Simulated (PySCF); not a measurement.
**Working out the ionisation energy of Os⁺**

Os⁺ [Xe] 4f14 5d6 6s1 (6D) → Os²⁺ [Xe] 4f14 5d6 (5D). All numbers are calculated (PySCF 2.14, a scalar-relativistic core potential, in aug-cc-pVDZ-PP with ECP60MDF (5s5p4d2f, 54 functions)). Frozen: 5s2 5p6. Energies in hartree (1 hartree = 27.21139 eV):

| part | Os⁺ (lower) | Os²⁺ (upper) |
| --- | --- | --- |
| UHF | -89.825842 | -89.237927 |
| CCSD correlation | -0.111251 | -0.083811 |
| (T) | -0.001972 | -0.001589 |

Task: What does Hartree-Fock give?

Result: (-89.237927) − (-89.825842) = 0.587915 hartree = 15.998 eV.

Task: What do CCSD and CCSD(T) give?

Result: The CCSD correlation energies differ by 0.027440 hartree = 0.747 eV and the triples by 0.000383 hartree = 0.010 eV, so CCSD gives 16.745 eV and CCSD(T) 16.755 eV.

Reference: 17 ± 1 eV (semi-empirical (NIST evaluation); NIST Atomic Spectra Database, ionization energies), between the lowest levels; spin-orbit coupling is absent from the calculation.

A double-zeta basis recovers only part of the correlation energy.

What remains against the reference includes basis incompleteness, the frozen core and higher excitations.
